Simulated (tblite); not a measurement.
Species: C₈H₁₃P.
Geometry (GFN2-xTB, Å), atoms numbered from 1 in this order:
```
atom  x, y, z in Å
C1     0.1064    3.2964   -0.2316
C2     0.0905    2.1151   -0.4567
P3     0.0842    0.4168   -0.9512
C4    -1.3260   -0.1294    0.1703
C5    -1.3775   -1.6519    0.2255
C6    -2.6366    0.4460   -0.3555
C7     1.4896   -0.1088    0.1180
C8     2.2302   -1.3664   -0.2388
C9     2.8743   -0.0390   -0.4603
H10    0.1196    4.3195    0.0095
H11   -1.1336    0.2683    1.1753
H12   -0.4533   -2.0597    0.6306
H13   -1.5268   -2.0619   -0.7722
H14   -2.2021   -1.9791    0.8574
H15   -2.5829    1.5322   -0.4109
H16   -3.4634    0.1726    0.2988
H17   -2.8478    0.0629   -1.3527
H18    1.3798    0.1291    1.1727
H19    1.9034   -1.9207   -1.1070
H20    2.5943   -1.9925    0.5627
H21    3.6818    0.2626    0.1900
H22    2.9854    0.3073   -1.4777
```

Method: GFN2-xTB as coded in tblite; computed harmonic values from a numerical Hessian at the method's own geometry, unscaled. Against measured fundamentals such values can be off by several per cent, at times by over 20. One conformer, not necessarily the lowest.

Harmonic wavenumbers (cm⁻¹): 53.2, 58.1, 97.6, 104.3, 132.1, 200.0, 218.7, 232.6, 258.8, 289.3, 314.8, 342.3, 365.2, 419.0, 633.0, 646.6, 671.2, 680.3, 685.6, 805.6, 833.1, 930.8, 939.0, 961.4, 983.3, 991.5, 1021.8, 1049.3, 1068.8, 1070.3, 1086.6, 1133.1, 1151.4, 1168.4, 1210.8, 1239.3, 1292.1, 1327.1, 1406.4, 1418.4, 1438.1, 1481.4, 1492.0, 1493.9, 1500.6, 1503.5, 2192.3, 2886.1, 2983.6, 3007.9, 3011.6, 3015.5, 3020.8, 3025.1, 3029.6, 3075.8, 3077.2, 3081.4, 3096.4, 3364.9.

A = 1659, B = 1210, C = 763.7 MHz; mass 140.075 u (most abundant isotopes); point group C1, symmetry number 1.

Task: Zero-point energy?

Result: Half the sum of the wavenumbers: 40134 cm⁻¹ = 114.75 kcal/mol.

Task: Entropy at 500 K, 1 bar (ideal gas, RRHO, classical rotation)?

Result: Translation 43.32, rotation 31.27, vibration 60.07: S = 134.7 cal/(mol K).

Task: And Cp and H(500 K) − H(0)?

Result: Cp = 65.09 cal/(mol K), of which vibrations give 57.14 (their classical limit is 60 R = 119.2); H(500 K) − H(0) = 19.17 kcal/mol without the zero-point energy, 15.20 from vibrations.

Task: How do the functions run with temperature in this model?

Result: 
```csv
T (K),S (cal/(mol K)),Cp (cal/(mol K)),H − H(0) (kcal/mol),G − H(0) (kcal/mol),ln q(vib)
150,82.5,27.9,2.69,-9.68,3.76
250,99.3,38.8,6.03,-18.79,7.07
298.15,106.6,44.3,8.03,-23.75,8.62
400,121.2,55.6,13.12,-35.36,11.84
600,147.3,73.0,26.09,-62.26,17.96
900,180.3,90.0,50.74,-111.56,26.49
```

q(vib) and H(0) count from the zero-point level.

Task: Which modes carry the vibrational entropy at 500 K?

Result: 53.2 cm⁻¹: 5.72; 58.1 cm⁻¹: 5.54; 97.6 cm⁻¹: 4.52; 104.3 cm⁻¹: 4.39; 132.1 cm⁻¹: 3.92; 200.0 cm⁻¹: 3.11 cal/(mol K); the other 54 give 32.87 together.

Hindered rotation and anharmonicity are outside this model. Other conformers, if any are populated, would add a mixing term that is left out. The structure is chiral; the term R ln 2 for an equal mix with its mirror image is left out.
